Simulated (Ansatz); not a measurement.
`CC[Si]O` + H–F → `CC[Si]F` + H₂O at 700 K and 1 bar (ligand exchange at the Si–O bond).

Program: Ansatz. Geometries: PBE0-D4/def2-TZVP. ΔE: electronic, gas phase. CCSD(T)/CBS adds triple-zeta CCSD(T) − MP2 to the extrapolated MP2 energy (def2 sets, frozen cores). This one scheme is used for every species. One conformer a species, not always the lowest.

```tsv
species	CCSD(T)/CBS energy (Eh)	H − E (kJ/mol)	S (J/(mol·K))
`CC[Si]O`	-443.97447	274.2	417.9
H–F	-100.39570	45.2	198.5
`CC[Si]F`	-468.00242	237.7	415.6
H₂O	-76.37941	80.5	218.4
```

H − E and S are ideal-gas, rigid-rotor, harmonic terms from PBE0-D4/def2-TZVP, for one conformer and one mirror image of each species. 1 Eh = 2625.50 kJ/mol, R = 8.31446 J/(mol·K).

Task: By hand: ΔE, ΔH, ΔS and ΔG.

Result: ΔE = (-468.00242) + (-76.37941) − (-443.97447) − (-100.39570) = -0.01166 Eh = -30.6 kJ/mol. Δ(H − E) = 237.7 + 80.5 − 274.2 − 45.2 = -1.2, so ΔH = -31.8 kJ/mol. ΔS = 415.6 + 218.4 − 417.9 − 198.5 = 17.6 J/(mol·K). ΔG = -31.8 − 700 × (17.6)/1000 = -44.1 kJ/mol.

Task: By hand: the equilibrium constant, and the temperature at which ΔG would vanish if ΔH and ΔS stayed fixed.

Result: log₁₀ K = −ΔG/(RT ln 10) = 3.3. ΔH and −TΔS have one sign here, so there is no such temperature.

TΔS isn't small against ΔH here. A doubt of 5 kJ/mol in ΔE shifts log₁₀ K by 0.4 here. Other conformers and mirror images would add mixing entropy, several J/(mol·K) or more a flexible species. Modes under 60 cm⁻¹, often nearly free rotors, make the harmonic entropy too high. These are equilibria of isolated gas molecules and say nothing of rates. Largest T1 diagnostic: 0.013 (customary marks: 0.02 for closed shells, 0.045 for open ones).
